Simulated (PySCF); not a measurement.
## SnI: frontier orbitals

r²SCAN0 at R = 2.741 Å; Sn def2-SVP with ECP28, I def2-SVP with ECP28; scalar-relativistic core potentials (PySCF 2.14). State: ²Π (doublet), unpaired electrons π ↑. Only the outer orbitals are listed, counted within each symmetry, core potentials removing the inner ones.

```json
{"spin": "α", "orbital": "7σ", "occ.": "1", "ε (eV)": "-19.39", "on Sn (%)": "6", "main shells (%)": "93 I s"}
{"spin": "α", "orbital": "8σ", "occ.": "1", "ε (eV)": "-13.14", "on Sn (%)": "83", "main shells (%)": "82 Sn s, 12 I p"}
{"spin": "α", "orbital": "9σ", "occ.": "1", "ε (eV)": "-8.25", "on Sn (%)": "38", "main shells (%)": "62 I p, 25 Sn p, 12 Sn s"}
{"spin": "α", "orbital": "5π", "occ.": "1", "ε (eV)": "-7.96", "on Sn (%)": "14", "main shells (%)": "86 I p, 13 Sn p"}
{"spin": "α", "orbital": "5π", "occ.": "1", "ε (eV)": "-7.88", "on Sn (%)": "9", "main shells (%)": "91 I p"}
{"spin": "α", "orbital": "6π", "occ.": "1", "ε (eV)": "-5.24", "on Sn (%)": "86", "main shells (%)": "86 Sn p, 13 I p"}
{"spin": "α", "orbital": "6π", "occ.": "0", "ε (eV)": "-3.26", "on Sn (%)": "92", "main shells (%)": "92 Sn p"}
{"spin": "α", "orbital": "10σ", "occ.": "0", "ε (eV)": "-1.05", "on Sn (%)": "80", "main shells (%)": "77 Sn p, 21 I p"}
{"spin": "α", "orbital": "11σ", "occ.": "0", "ε (eV)": "3.88", "on Sn (%)": "101", "main shells (%)": "91 Sn s"}
{"spin": "β", "orbital": "7σ", "occ.": "1", "ε (eV)": "-19.33", "on Sn (%)": "5", "main shells (%)": "94 I s"}
{"spin": "β", "orbital": "8σ", "occ.": "1", "ε (eV)": "-12.30", "on Sn (%)": "78", "main shells (%)": "77 Sn s, 18 I p"}
{"spin": "β", "orbital": "9σ", "occ.": "1", "ε (eV)": "-8.07", "on Sn (%)": "41", "main shells (%)": "58 I p, 24 Sn p, 17 Sn s"}
{"spin": "β", "orbital": "5π", "occ.": "1", "ε (eV)": "-7.88", "on Sn (%)": "7", "main shells (%)": "93 I p"}
{"spin": "β", "orbital": "5π", "occ.": "1", "ε (eV)": "-7.67", "on Sn (%)": "5", "main shells (%)": "95 I p"}
{"spin": "β", "orbital": "6π", "occ.": "0", "ε (eV)": "-2.90", "on Sn (%)": "93", "main shells (%)": "93 Sn p"}
{"spin": "β", "orbital": "6π", "occ.": "0", "ε (eV)": "-1.89", "on Sn (%)": "95", "main shells (%)": "95 Sn p"}
{"spin": "β", "orbital": "10σ", "occ.": "0", "ε (eV)": "-0.68", "on Sn (%)": "81", "main shells (%)": "77 Sn p, 19 I p"}
```

Question: Which are the highest filled and the lowest empty level, where do they sit, and how wide is the gap?

Answer: Highest filled α 6π at -5.24 eV (in %: 86 Sn p, 13 I p); lowest empty α 6π at -3.26 eV (in %: 92 Sn p); the gap at r²SCAN0 is 1.98 eV. Both belong to one degenerate shell, split only by its one-sided filling, so this is no excitation gap.

```
bond order (Mayer)                              : 1.14
⟨S²⟩                                            : 0.756
charge on Sn (Mulliken, basis-dependent)        : 0.28
charge on Sn (Löwdin, basis-dependent)          : 0.12
dipole moment (positive dipole means Sn(−)I(+)) : -2.55 D
```

Shares are Mulliken populations and can fall outside 0 to 100 %.

Spin–orbit coupling is left out. The state is the lowest determinant that a PBE0 search found; another state may lie lower at other levels.
